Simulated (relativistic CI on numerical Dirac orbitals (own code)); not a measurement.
# Yb17+: computed level list

Computed by Dirac-Coulomb-Breit CI, KLI orbitals optimised for each configuration, QED by a radiative potential, unscaled Slater integrals (own radial code, finite nucleus).

Configuration list (outside the closed core [Ar] 3d10 4p6 4d10): 4s²4f⁷, 4s²4f⁶5s, 4s²4f⁵5s², 4s²4f⁶6s, 4f⁹. Levels of other configurations are missing.

The lowest level is 4s²4f⁷ ⁸S°7/2, with 94 % of that term; Hund's rules for 4s²4f⁷ give ⁸S° with J = 7/2, in agreement.

```tsv
No.	Configuration	Term	J	E (eV)	%	Next component (%)	Landé g
1	4s²4f⁷	⁸S°	7/2	0.0000	94	5 ⁶P°	1.983
2	4s²4f⁷	⁶P°	7/2	7.3566	59	18 ⁶D°	1.637
3	4s²4f⁷	⁶P°	5/2	7.6471	73	21 ⁶D°	1.800
4	4s²4f⁷	⁶P°	3/2	7.9020	83	13 ⁶D°	2.301
5	4s²4f⁷	⁶I°	7/2	8.1745	84	13 ⁴H°	0.491
6	4s²4f⁷	⁶I°	17/2	8.3398	91	8 ⁴K°	1.282
7	4s²4f⁷	⁶I°	9/2	8.3501	88	9 ⁴H°	0.846
8	4s²4f⁷	⁶I°	11/2	8.4822	92	5 ⁴H°	1.039
9	4s²4f⁷	⁶I°	15/2	8.5225	94	4 ⁴K°	1.231
10	4s²4f⁷	⁶I°	13/2	8.5464	94	2 ⁴H°	1.156
11	4s²4f⁷	⁶D°	9/2	9.3616	84	7 ⁴F°	1.520
12	4s²4f⁷	⁶D°	7/2	9.8034	67	16 ⁶P°	1.571
13	4s²4f⁷	⁶D°	1/2	9.8355	97	1 ⁴P°	3.275
14	4s²4f⁷	⁶D°	3/2	9.9407	81	13 ⁶P°	1.895
15	4s²4f⁷	⁶D°	5/2	9.9757	68	21 ⁶P°	1.666
16	4s²4f⁷	⁴F°	7/2	11.2730	14	13 ⁴G°	1.121
17	4s²4f⁷	⁶G°	5/2	11.6908	29	20 ⁴F°	1.015
18	4s²4f⁷	⁶G°	11/2	11.8681	45	35 ⁶F°	1.352
19	4s²4f⁷	⁶G°	9/2	11.9136	47	21 ⁶F°	1.285
20	4s²4f⁷	⁶G°	3/2	12.1122	41	22 ⁴D°	0.551
21	4s²4f⁷	⁴N°	17/2	12.3668	53	18 ²M°	0.932
22	4s²4f⁷	⁶G°	7/2	12.4127	44	20 ⁶F°	1.164
23	4s²4f⁷	⁶G°	13/2	12.4767	75	16 ⁴H°	1.342
24	4s²4f⁷	⁴G°	9/2	12.6968	25	22 ⁴H°	1.173
25	4s²4f⁷	⁶F°	1/2	12.7031	51	47 ⁴D°	-0.326
26	4s²4f⁷	⁴N°	23/2	12.8734	88	10 ²O°	1.116
27	4s²4f⁷	⁴N°	19/2	12.8859	77	11 ⁴L°	0.997
28	4s²4f⁷	⁶G°	11/2	13.0656	27	26 ⁴G°	1.264
29	4s²4f⁷	⁴N°	21/2	13.0898	93	3 ²O°	1.057
30	4s²4f⁷	⁶G°	5/2	13.0928	33	22 ⁴D°	1.069
31	4s²4f⁷	⁴L°	13/2	13.1438	28	28 ⁴H°	1.053
32	4s²4f⁷	⁶G°	3/2	13.2311	43	29 ⁴D°	0.634
33	4s²4f⁷	⁴H°	7/2	13.2874	38	27 ⁴D°	1.017
34	4s²4f⁷	⁶F°	7/2	13.3428	39	18 ⁴F°	1.178
35	4s²4f⁷	⁴L°	15/2	13.3571	62	30 ⁴K°	1.005
36	4s²4f⁷	⁴L°	17/2	13.3792	34	30 ⁴N°	1.038
37	4s²4f⁷	⁶F°	5/2	13.3907	42	16 ⁴D°	1.056
38	4s²4f⁷	⁴H°	13/2	13.4109	36	34 ⁴L°	1.039
39	4s²4f⁷	⁶F°	9/2	13.5844	36	29 ⁶G°	1.276
40	4s²4f⁷	⁴H°	11/2	13.5980	36	27 ⁶F°	1.230
41	4s²4f⁷	⁶F°	3/2	13.6918	50	33 ⁴D°	1.024
42	4s²4f⁷	⁶H°	5/2	13.8226	29	25 ⁴G°	0.750
43	4s²4f⁷	⁴L°	19/2	13.8769	81	16 ⁴N°	1.122
44	4s²4f⁷	⁴K°	11/2	13.9516	67	12 ²I°	0.861
45	4s²4f⁷	⁴D°	1/2	14.0005	53	45 ⁶F°	-0.283
```

Energies count from the lowest computed level; ° marks odd parity.

The mean weight of the leading LS term, summed over parents, in these 45 levels is 59 %, and that of the leading jj configuration (from the same eigenvectors) 46 %, so LS coupling describes them better.

At this charge energies of transitions that change n are usually good to better than 1 %, and those within a shell (Δn = 0) to a few per cent. Terms inside the open d or f shell come out 10 to 20 % too wide with unscaled integrals.

LS names give the leading component of a level, which can be under half, so a name can repeat, a term be missing and a line seem to break the LS rules.
